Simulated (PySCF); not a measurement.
## Unknown compound

The spectra below were simulated for a compound C4H8F2OSi.

$^{1}$H NMR (600 MHz, computed): δ 5.77 (m, 2H), 5.33 (s, 2H), 1.99 (m, 3H), 1.84 (br s, 1H).

$^{13}$C{$^{1}$H} NMR (computed): δ 168.1 (C), 114.5 (C), 84.7 (CH2), 17.8 (CH3).

[PySCF: PBE0/pcSseg-1 with gauge-including orbitals; GFN2-xTB structure; non-relativistic; no solvent model; one averaged value for each set of equivalent atoms; one conformer]

Referencing at the same level of theory: $^{1}$H (31.72 ppm), $^{13}$C (186.93 ppm) vs TMS.

Question: Choose the structure that fits.
A. C/C(=C/F)O[SiH2]CF
B. CO[SiH2]C(C)=C(F)F
C. C/C(F)=C(/CF)[SiH2]O
D. O[SiH2]/C(=C\F)CCF

Answer: C. 

1. Rings plus π bonds: 1 (no ring in the answer).
2. 4 carbon signals for 4 carbons: no two carbons are equivalent.
3. Carbon types of the structure: 2 × C, 1 × CH2, 1 × CH3, leaving 3 H on heteroatoms.
4. δC 168.1, 114.5: fully substituted alkene carbon.
5. δC 84.7: allylic sp3 CH2 bonded to F; the inductive effect lowers its shielding.
6. δC 17.8: allylic methyl carbon; saturated and bonded to C and H only.
7. δH 5.77: hydrogen on an allylic sp3 CH2 bonded to F; its carbon carries F, hence the downfield position.
8. δH 1.99: hydrogen on an allylic methyl carbon; allylic position.

The others: CO[SiH2]C(C)=C(F)F has carbons computed at 167.2, 80.0, 54.2, 11.8, with a different DEPT pattern; C/C(=C/F)O[SiH2]CF would give 4 signals for carbon-bound and other non-exchanging H, not 3; O[SiH2]/C(=C\F)CCF would give 4 signals for carbon-bound and other non-exchanging H, not 3.

Exchangeable OH/NH protons stand at their gas-phase positions; hydrogen bonding in a real sample shifts them, mostly to higher δ. Splittings by $^{19}$F in the carbon and heteronuclear signals aren't shown, as no couplings were computed. Shifts are as computed. Against solution values, carbons near 30 ppm lie about +3 ppm off and those near 130 ppm about +5 ppm. Of 1309 compounds with measured shifts, 239 miss one by over three times the rms of a fit or turn the order of signals round; such compounds aren't used in these exercises. Multiplicities follow the n + 1 count of equivalent neighbours, as no J values were calculated; m marks all less simple cases, F and P coupling included.
